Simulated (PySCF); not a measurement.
C₄H₁₂NSi, doublet, geometry from GFN2-xTB; CASSCF(3,5)/STO-3G (PySCF).

Input for PySCF:
```python
from pyscf import gto, scf, mcscf
import numpy

mol = gto.Mole()
mol.atom = '''
    C    -1.932392   -1.471122    0.256960
    C    -1.325536   -0.461714   -0.719366
    N    -0.068383    0.093257   -0.287132
    Si   -0.046284    1.474586    0.751116
    C     1.044349   -0.822343   -0.372745
    C     2.388326   -0.116286   -0.298939
    H    -2.068235   -1.005307    1.230547
    H    -1.283252   -2.335799    0.372053
    H    -2.897655   -1.810764   -0.110363
    H    -2.028913    0.361736   -0.861339
    H    -1.178087   -0.946376   -1.693732
    H    -1.419466    1.933398    0.932142
    H     0.822146    2.502210    0.180500
    H     0.997663   -1.580431    0.425277
    H     0.971863   -1.354223   -1.331125
    H     3.189804   -0.836278   -0.448741
    H     2.454539    0.647922   -1.068719
    H     2.517757    0.355698    0.672341
'''
mol.basis = 'sto-3g'
mol.charge = 0
mol.spin = 1
mol.verbose = 4
mol.build()

mf = scf.ROHF(mol)
mf.kernel()
mc = mcscf.CASSCF(mf, 5, 3)
mc.fix_spin_(ss=0.75)
mc.kernel()
occ = numpy.linalg.eigvalsh(mc.fcisolver.make_rdm1(mc.ci, mc.ncas, mc.nelecas))[::-1]
ss = mc.fcisolver.spin_square(mc.ci, mc.ncas, mc.nelecas)[0]
print('natural occupations', occ.round(4), ' <S^2>', round(ss, 4))
```

Q: What does PySCF print? Leave out banner, timings and long lists.

A: 
```
PySCF version 2.14.0

[INPUT] verbose = 4
[INPUT] num. atoms = 18
[INPUT] num. electrons = 57
[INPUT] charge = 0
[INPUT] spin (= nelec alpha-beta = 2S) = 1
[INPUT] symmetry False subgroup None
[INPUT] Mole.unit = angstrom
[INPUT] Symbol           X                Y                Z      unit          X                Y                Z       unit  Magmom
[INPUT]  1 C     -1.932392000000  -1.471122000000   0.256960000000 AA   -3.651691645301  -2.780017675822   0.485584024968 Bohr   0.0
[INPUT]  2 C     -1.325536000000  -0.461714000000  -0.719366000000 AA   -2.504900008251  -0.872513007877  -1.359404723324 Bohr   0.0
[INPUT]  3 N     -0.068383000000   0.093257000000  -0.287132000000 AA   -0.129225141576   0.176230189199  -0.542600841599 Bohr   0.0
[INPUT]  4 Si    -0.046284000000   1.474586000000   0.751116000000 AA   -0.087464083949   2.786563687118   1.419403527779 Bohr   0.0
[INPUT]  5 C      1.044349000000  -0.822343000000  -0.372745000000 AA    1.973533588463  -1.554003050453  -0.704385964301 Bohr   0.0
[INPUT]  6 C      2.388326000000  -0.116286000000  -0.298939000000 AA    4.513282036178  -0.219748692121  -0.564912837951 Bohr   0.0
[INPUT]  7 H     -2.068235000000  -1.005307000000   1.230547000000 AA   -3.908397711240  -1.899754901108   2.325396813405 Bohr   0.0
[INPUT]  8 H     -1.283252000000  -2.335799000000   0.372053000000 AA   -2.424994828800  -4.414020392033   0.703078273823 Bohr   0.0
[INPUT]  9 H     -2.897655000000  -1.810764000000  -0.110363000000 AA   -5.475774353477  -3.421848036222  -0.208555844285 Bohr   0.0
[INPUT] 10 H     -2.028913000000   0.361736000000  -0.861339000000 AA   -3.834089900570   0.683581969396  -1.627694810407 Bohr   0.0
[INPUT] 11 H     -1.178087000000  -0.946376000000  -1.693732000000 AA   -2.226261780910  -1.788391450861  -3.200689608412 Bohr   0.0
[INPUT] 12 H     -1.419466000000   1.933398000000   0.932142000000 AA   -2.682401983132   3.653592709782   1.761493089204 Bohr   0.0
[INPUT] 13 H      0.822146000000   2.502210000000   0.180500000000 AA    1.553630774407   4.728491606148   0.341095565484 Bohr   0.0
[INPUT] 14 H      0.997663000000  -1.580431000000   0.425277000000 AA    1.885309834612  -2.986581748772   0.803657057077 Bohr   0.0
[INPUT] 15 H      0.971863000000  -1.354223000000  -1.331125000000 AA    1.836554900598  -2.559110581587  -2.515461687562 Bohr   0.0
[INPUT] 16 H      3.189804000000  -0.836278000000  -0.448741000000 AA    6.027855951042  -1.580336383999  -0.847997590863 Bohr   0.0
[INPUT] 17 H      2.454539000000   0.647922000000  -1.068719000000 AA    4.638406472064   1.224395130080  -2.019586214119 Bohr   0.0
[INPUT] 18 H      2.517757000000   0.355698000000   0.672341000000 AA    4.757871178207   0.672171803056   1.270540352316 Bohr   0.0

nuclear repulsion = 314.152439850226
number of shells = 32
number of NR pGTOs = 138
number of NR cGTOs = 46
basis = sto-3g
ecp = {}

******** <class 'pyscf.scf.rohf.ROHF'> ********
method = ROHF
initial guess = minao
damping factor = 0
level_shift factor = 0
DIIS = <class 'pyscf.scf.diis.CDIIS'>
diis_start_cycle = 1
diis_space = 8
diis_damp = 0
SCF conv_tol = 1e-09
SCF conv_tol_grad = None
SCF max_cycles = 50
direct_scf = True
direct_scf_tol = 1e-13
num. doubly occ = 28  num. singly occ = 1
Set gradient conv threshold to 3.16228e-05
init E= -496.6905548988
  HOMO = -0.0263669778690228  LUMO = 0.326141671934283  gap/eV = 9.59225
cycle= 1 E= -495.87174403316  delta_E= 0.819  |g|= 0.327  |ddm|= 3.51
  HOMO = 0.0472830120518444  LUMO = 0.544674014761066  gap/eV = 13.53470
cycle= 2 E= -495.918506106447  delta_E= -0.0468  |g|= 0.0936  |ddm|= 0.476
  HOMO = 0.020991993952135  LUMO = 0.516570011932625  gap/eV = 13.48536
cycle= 3 E= -495.923647095638  delta_E= -0.00514  |g|= 0.0437  |ddm|= 0.177
  HOMO = 0.0121783354651176  LUMO = 0.523048910800921  gap/eV = 13.90150
cycle= 4 E= -495.924543676434  delta_E= -0.000897  |g|= 0.00677  |ddm|= 0.0649
  HOMO = 0.0120375833972507  LUMO = 0.52229730063953  gap/eV = 13.88487
cycle= 5 E= -495.924595634194  delta_E= -5.2e-05  |g|= 0.00304  |ddm|= 0.0187
  HOMO = 0.0112996007191035  LUMO = 0.522527281136633  gap/eV = 13.91121
cycle= 6 E= -495.924602104452  delta_E= -6.47e-06  |g|= 0.000388  |ddm|= 0.00691
  HOMO = 0.0111771580662627  LUMO = 0.522453160334179  gap/eV = 13.91253
cycle= 7 E= -495.924602254836  delta_E= -1.5e-07  |g|= 8.96e-05  |ddm|= 0.0012
  HOMO = 0.0111955086255208  LUMO = 0.522470273515343  gap/eV = 13.91249
cycle= 8 E= -495.924602262381  delta_E= -7.54e-09  |g|= 2.12e-05  |ddm|= 0.000238
  HOMO = 0.0111970547615802  LUMO = 0.522471534578085  gap/eV = 13.91249
cycle= 9 E= -495.92460226281  delta_E= -4.29e-10  |g|= 4.28e-06  |ddm|= 6.28e-05
  HOMO = 0.0111960486387976  LUMO = 0.522471054159675  gap/eV = 13.91250
Extra cycle  E= -495.924602262823  delta_E= -1.32e-11  |g|= 1.68e-06  |ddm|= 7.47e-06
converged SCF energy = -495.924602262823

******** <class 'pyscf.mcscf.mc1step.CASSCF'> ********
CAS (2e+1e, 5o), ncore = 27, nvir = 14
max_cycle_macro = 50
max_cycle_micro = 4
conv_tol = 1e-07
conv_tol_grad = None
orbital rotation max_stepsize = 0.02
orbital rotation threshold for CI restart = 0.01
augmented hessian ah_max_cycle = 30
augmented hessian ah_conv_tol = 1e-12
augmented hessian ah_linear dependence = 1e-14
augmented hessian ah_level shift = 1e-08
augmented hessian ah_start_tol = 2.5
augmented hessian ah_start_cycle = 3
augmented hessian ah_grad_trust_region = 3
kf_trust_region = 3
kf_interval = 4
ci_response_space = 4
ci_grad_trust_region = 3
with_dep4 0
natorb = False
canonicalization = True
sorting_mo_energy = False
ao2mo_level = 2
internal_rotation = False
******** <class 'pyscf.fci.addons.SpinPenaltyFCISolver'> ********
max. cycles = 50
conv_tol = 1e-08
davidson only = True
linear dependence = 1e-12
level shift = 0.001
max iter space = 12
nroots = 1
pspace_size = 400
spin = None
CASCI E = -495.925785551697  S^2 = 0.7500000
Set conv_tol_grad to 0.000316228
macro iter   1 ( 21 JK    4 micro), CASSCF E = -495.927689119764  dE = -1.90356807e-03  S^2 = 0.7500000
               |grad[o]|=0.0035  |grad[c]|=0.0783  |ddm|=0.0358  |maxRot[o]|=0.205
macro iter   2 ( 21 JK    4 micro), CASSCF E = -495.929615059105  dE = -1.92593934e-03  S^2 = 0.7500000
               |grad[o]|=0.00643  |grad[c]|=0.0134  |ddm|=0.00439  |maxRot[o]|=0.159
macro iter   3 ( 21 JK    4 micro), CASSCF E = -495.931329607011  dE = -1.71454791e-03  S^2 = 0.7500000
               |grad[o]|=0.00825  |grad[c]|=0.0128  |ddm|=0.00642  |maxRot[o]|=0.159
macro iter   4 ( 21 JK    4 micro), CASSCF E = -495.933214244376  dE = -1.88463736e-03  S^2 = 0.7500000
               |grad[o]|=0.00938  |grad[c]|=0.0136  |ddm|=0.00754  |maxRot[o]|=0.159
macro iter   5 ( 21 JK    4 micro), CASSCF E = -495.934683048659  dE = -1.46880428e-03  S^2 = 0.7500000
               |grad[o]|=0.00844  |grad[c]|=0.0103  |ddm|=0.00345  |maxRot[o]|=0.126
macro iter   6 ( 21 JK    4 micro), CASSCF E = -495.935470768565  dE = -7.87719906e-04  S^2 = 0.7500000
               |grad[o]|=0.00507  |grad[c]|=0.0106  |ddm|=0.00579  |maxRot[o]|=0.266
macro iter   7 ( 21 JK    4 micro), CASSCF E = -495.936166554651  dE = -6.95786086e-04  S^2 = 0.7500000
               |grad[o]|=0.00346  |grad[c]|=0.00754  |ddm|=0.00499  |maxRot[o]|= 0.31
macro iter   8 ( 19 JK    4 micro), CASSCF E = -495.936446719961  dE = -2.80165310e-04  S^2 = 0.7500000
               |grad[o]|=0.0025  |grad[c]|=0.00991  |ddm|=0.00733  |maxRot[o]|=0.238
macro iter   9 ( 21 JK    4 micro), CASSCF E = -495.936512622303  dE = -6.59023427e-05  S^2 = 0.7500000
               |grad[o]|=0.00264  |grad[c]|=0.00932  |ddm|=0.00276  |maxRot[o]|=0.0286
macro iter  10 ( 21 JK    4 micro), CASSCF E = -495.936531515815  dE = -1.88935115e-05  S^2 = 0.7500000
               |grad[o]|=0.00198  |grad[c]|=0.00853  |ddm|=0.00323  |maxRot[o]|=0.0155
macro iter  11 ( 19 JK    4 micro), CASSCF E = -495.936527084116  dE =  4.43169910e-06  S^2 = 0.7500000
               |grad[o]|=0.00175  |grad[c]|=0.00843  |ddm|=0.00388  |maxRot[o]|=0.00578
macro iter  12 ( 18 JK    4 micro), CASSCF E = -495.936668868745  dE = -1.41784629e-04  S^2 = 0.7500000
               |grad[o]|=0.0018  |grad[c]|=0.00159  |ddm|=0.00139  |maxRot[o]|=0.054
macro iter  13 ( 15 JK    4 micro), CASSCF E = -495.936690756798  dE = -2.18880523e-05  S^2 = 0.7500000
               |grad[o]|=0.000876  |grad[c]|=0.00214  |ddm|=0.00203  |maxRot[o]|=0.0174
macro iter  14 ( 12 JK    4 micro), CASSCF E = -495.936709167452  dE = -1.84106546e-05  S^2 = 0.7500000
               |grad[o]|=0.000768  |grad[c]|=0.00123  |ddm|=0.000639  |maxRot[o]|=0.015
macro iter  15 (  3 JK    1 micro), CASSCF E = -495.936716350961  dE = -7.18350839e-06  S^2 = 0.7500000
               |grad[o]|=0.000373  |grad[c]|=0.00128  |ddm|=0.000541  |maxRot[o]|=0.0172
macro iter  16 (  3 JK    1 micro), CASSCF E = -495.936716856330  dE = -5.05369712e-07  S^2 = 0.7500000
               |grad[o]|=0.000122  |grad[c]|=0.000399  |ddm|=0.00026  |maxRot[o]|=0.00351
macro iter  17 (  3 JK    1 micro), CASSCF E = -495.936716921561  dE = -6.52306085e-08  S^2 = 0.7500000
               |grad[o]|=5.26e-05  |grad[c]|=0.000139  |ddm|=5.05e-05  |maxRot[o]|=0.00119
1-step CASSCF converged in  17 macro (281 JK  59 micro) steps
CASSCF canonicalization
Density matrix diagonal elements [1.98441019e+00 1.00008723e+00 1.22604756e-02 1.48445540e-03
 1.75765538e-03]
CASSCF energy = -495.936716921561
CASCI E = -495.936716921561  E(CI) = -2.60775328276560  S^2 = 0.7500000
natural occupations [1.9847e+00 1.0001e+00 1.3600e-02 1.1000e-03 5.0000e-04]  <S^2> 0.75
```
